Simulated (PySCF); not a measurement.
Level of theory: PBE0-D3(BJ)/def2-TZVP in PySCF. Gas-phase values, no solvent. 

Reference species (SMILES): `N#CC=O` (neutral, multiplicity 1).

The dipole moment is 2.44 D and the HOMO–LUMO gap is 6.14 eV. The HOMO is -9.22 eV and the LUMO is -3.09 eV.

Changed species: `N=C=C=O`.

Question: Predict the effect on the dipole moment, HOMO–LUMO gap, HOMO and LUMO.

Answer: the dipole moment drops by 0.53 D, to 1.91 D; the HOMO–LUMO gap falls by 2.98 eV, to 3.16 eV; the HOMO increases by 2.66 eV, to -6.56 eV; the LUMO falls by 0.31 eV, to -3.40 eV.
